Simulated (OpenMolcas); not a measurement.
# neutral praseodymium: the spin-orbit constant, worked from levels

- Program: OpenMolcas 26.06
- Basis: ANO-RCC-VDZP [7s6p4d2f1g]
- Scalar Hamiltonian: DKH2, point nucleus
- Active space: 3 electrons in 7 orbitals (4f)
- State averaging: 2S+1 = 4 odd, 35 roots; 2S+1 = 2 odd, 112 roots (89 in the spin-orbit step)
- Spin-orbit coupling: RASSI with atomic mean-field integrals over the reference wave functions, term energies averaged over their components

Methods: CASSCF; MS-CASPT2, IPEA 0.25 Eh, imaginary shift 0.1 Eh (closed shells correlated: 5s 5p 6s). Measured levels: NIST Handbook of Basic Atomic Spectroscopic Data.

**The spin-orbit constant.** For the Hund term ⁴I° of f3, E(J) = (A/2) J(J+1) + constant and ζ = 2S·A = 3A. From J = 9/2 to J = 15/2 the energy changes by 19.5 A.

```json
{"Source": "CASSCF", "E(15/2) - E(9/2)": "4722.7", "A": "242.2", "ζ": "727"}
{"Source": "MS-CASPT2", "E(15/2) - E(9/2)": "4782.1", "A": "245.2", "ζ": "736"}
{"Source": "measured", "E(15/2) - E(9/2)": "4381.1", "A": "224.7", "ζ": "674"}
```

All in cm-1. MS-CASPT2 is off by +9.2 % and CASSCF by +7.8 %. Both methods take the spin-orbit matrix elements from the reference wave functions, so the second can move ζ only through the term energies and any multistate remixing. Second-order mixing with other terms is absorbed into this ζ.

Term energies are means over components that CASPT2 splits; among the terms shown or strongly mixed into the levels shown the widest spread is 1700 cm-1 (4f³ 6s² ⁴I°, MS-CASPT2). High states are left out of the spin-orbit mixing, which shifts the levels that they would mix with. With the s shell closed, the reference lacks s² → p² mixing. Without dynamic correlation excited terms often stand tens of per cent too high (terms of higher spin than the ground term too low), and those without a measured partner can miss by more than the paired ones (holds for CASSCF). Blocks of more than 70 roots (2S+1 = 2 odd) ran without multistate coupling (holds for MS-CASPT2). Computed and measured levels are paired by configuration, term and J; levels that our copy of the source lacks, or whose pairing is in doubt (as where it misses far off the trend of its configuration), stay unpaired and out of the deviations. Levels of configurations outside the active space are missing.

° marks odd parity.
